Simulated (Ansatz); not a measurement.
C7H12O2, SMILES `CCC(=O)CC(=O)CC`. The species carries charge 0 and has multiplicity 1. The structure was optimised at the PBE0-D4/def2-TZVP level. It is one conformer, not always the lowest.

```xyz
21

C     2.025    0.558   -2.510
C     1.170   -0.490   -1.832
C    -0.141    0.032   -1.317
O    -0.529    1.157   -1.506
C    -0.952   -0.939   -0.470
C    -0.546   -0.710    0.979
O     0.406   -1.280    1.449
C    -1.365    0.298    1.735
C    -0.819    0.630    3.106
H     2.275    1.364   -1.818
H     1.497    1.007   -3.353
H     2.954    0.120   -2.877
H     1.682   -0.959   -0.982
H     0.937   -1.321   -2.510
H    -0.722   -1.972   -0.731
H    -2.010   -0.721   -0.618
H    -2.386   -0.102    1.793
H    -1.451    1.185    1.094
H     0.183    1.055    3.033
H    -0.747   -0.265    3.725
H    -1.462    1.352    3.612
```

Question: What is the dipole moment at ωB97M-V/def2-TZVPP? (Best estimate.)

Answer: The calculation gave: 1.53 D, with components (-1.03, -1.01, -0.52) D in this frame, pointing from negative to positive charge.

Question: And with PBE, r2SCAN, B3LYP? (Best estimate.)

Answer: Ansatz gave: PBE 1.41 D, r2SCAN 1.46 D, B3LYP 1.53 D.

Question: Give the Mulliken charges with ωB97M-V, r2SCAN, PBE in def2-TZVPP. (Estimate.)

Answer: The calculation gave: 
```tsv
atom	ωB97M-V	r2SCAN	PBE
C1	-0.31	-0.14	-0.25
C2	-0.16	-0.03	-0.10
C3	0.17	0.19	0.10
O4	-0.30	-0.33	-0.25
C5	-0.17	-0.01	-0.04
C6	0.17	0.19	0.10
O7	-0.30	-0.33	-0.25
C8	-0.16	-0.03	-0.10
C9	-0.31	-0.14	-0.25
H10	0.11	0.05	0.09
H11	0.11	0.05	0.09
H12	0.10	0.05	0.08
H13	0.12	0.06	0.09
H14	0.11	0.04	0.07
H15	0.13	0.06	0.09
H16	0.13	0.06	0.09
H17	0.11	0.04	0.07
H18	0.12	0.06	0.09
H19	0.11	0.05	0.09
H20	0.11	0.05	0.09
H21	0.10	0.05	0.08
```

B3LYP here is the variant with VWN-RPA as its local correlation; programs differ in this.
